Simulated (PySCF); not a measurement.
# Telling isomers of C$_{5}$H$_{9}$NOSi apart by NMR

[PySCF 2.14.0 with density-fitted response routines: geometry from GFN2-xTB; NMR shieldings at PBE0/pcSseg-1/GIAO; one computed conformer; no solvent model; non-relativistic Hamiltonian; one averaged value for each set of equivalent atoms]

Chemical shifts δ = σref − σ; ¹H, ¹³C against TMS, all at this level. Where no couplings were computed, multiplicities follow the n + 1 count of equivalent neighbours, and m marks all less simple cases (inequivalent or close neighbours, rings, F or P nearby). Acid and N–H amide carbonyl carbons lie up to 10 ppm further downfield in solution (hydrogen bonding). Shifts are as computed. Against solution values, carbons near 30 ppm lie about +3 ppm off and those near 130 ppm about +5 ppm. Of 1309 compounds with measured shifts, 239 miss one by over three times the rms of a fit or turn the order of signals round; such compounds aren't used in these exercises. Groups on amide-type nitrogens are kept apart (slow C–N rotation). OH and NH positions are gas-phase values without hydrogen bonding to other molecules.

(1) Tabulate the signals of `C=N[Si@H]1C[C@@H](C=O)C1`, `C[Si@H]1C=C(C(N)=O)C1`, `C[C@@H]1C=C(C(N)=O)[SiH2]1`, `CO[SiH2][C@@H]1C[C@H]1C#N`, `C=C1CN[SiH2]C(=O)C1` and their relative energies.

(2) What is the quickest way to tell C[C@@H]1C=C(C(N)=O)[SiH2]1 from CO[SiH2][C@@H]1C[C@H]1C#N?

(3) What is the quickest way to tell C=N[Si@H]1C[C@@H](C=O)C1 from C[C@@H]1C=C(C(N)=O)[SiH2]1?

(4) What is the quickest way to tell C=N[Si@H]1C[C@@H](C=O)C1 from C[Si@H]1C=C(C(N)=O)C1?

Answers

(1) 
```json
{"SMILES": "C=N[Si@H]1C[C@@H](C=O)C1", "carbon types": "2×CH 3×CH2", "δC": "207.0, 174.9, 43.3, 15.8", "δH": "10.27 (d, 1H), 8.81 (m, 1H), 8.75 (m, 1H), 5.92 (m, 1H), 3.02 (m, 1H), 1.81 (m, 2H), 1.42 (m, 2H)", "E rel. (kcal/mol)": "25.4"}
{"SMILES": "C[Si@H]1C=C(C(N)=O)C1", "carbon types": "2×C 1×CH 1×CH2 1×CH3", "δC": "164.0, 158.8, 156.3, 20.6, -2.6", "δH": "7.23 (d, 1H), 5.48 (br, 1H), 5.09 (m, 1H), 4.62 (br, 1H), 1.81 (m, 1H), 1.66 (m, 1H), 0.46 (d, 3H)", "E rel. (kcal/mol)": "0.0"}
{"SMILES": "C[C@@H]1C=C(C(N)=O)[SiH2]1", "carbon types": "2×C 2×CH 1×CH3", "δC": "166.1, 165.3, 150.1, 27.3, 19.7", "δH": "7.14 (d, 1H), 5.29 (br, 1H), 4.91 (m, 1H), 4.58 (br, 1H), 4.57 (m, 1H), 2.19 (m, 1H), 1.32 (d, 3H)", "E rel. (kcal/mol)": "11.7"}
{"SMILES": "CO[SiH2][C@@H]1C[C@H]1C#N", "carbon types": "1×C 2×CH 1×CH2 1×CH3", "δC": "127.0, 54.1, 17.4, 7.8, -1.4", "δH": "4.92 (m, 1H), 4.44 (m, 1H), 3.87 (s, 3H), 1.31 (m, 1H), 0.77 (m, 1H), 0.63 (m, 1H), 0.54 (m, 1H)", "E rel. (kcal/mol)": "14.3"}
{"SMILES": "C=C1CN[SiH2]C(=O)C1", "carbon types": "2×C 3×CH2", "δC": "241.1, 147.6, 123.8, 62.4, 54.1", "δH": "5.50 (m, 1H), 5.39 (m, 1H), 4.76 (s, 2H), 4.22 (s, 2H), 3.53 (s, 2H), 0.40 (br s, 1H)", "E rel. (kcal/mol)": "10.5"}
```

Energies are electronic energies at PBE0/pcSseg-1 on these geometries, without zero-point or thermal terms, each for the one conformer computed, which needn't be the lowest.

(2) Both give the same number of carbon signals, but DEPT or the intensities differ. The first has a β carbon of a C=C–C=O unit (CH) at 166.1 ppm, the second a three-membered-ring carbon (CH2) at 17.4 ppm. Their most deshielded carbons lie at 166.1 and 127.0 ppm. In the proton spectra the most deshielded non-exchanging signals are 7.14 (d, 1H) and 4.92 (m, 1H).

(3) Count the carbon signals: 4 against 5. The first has a C=N carbon (CH2) at 174.9 ppm, the second an amide carbonyl carbon (C) at 165.3 ppm. Their most deshielded carbons lie at 207.0 and 166.1 ppm. In the proton spectra the most deshielded non-exchanging signals are 10.27 (d, 1H) and 7.14 (d, 1H).

(4) Count the carbon signals: 4 against 5. The first has a C=N carbon (CH2) at 174.9 ppm, the second an amide carbonyl carbon (C) at 164.0 ppm. Their most deshielded carbons lie at 207.0 and 164.0 ppm. In the proton spectra the most deshielded non-exchanging signals are 10.27 (d, 1H) and 7.23 (d, 1H).
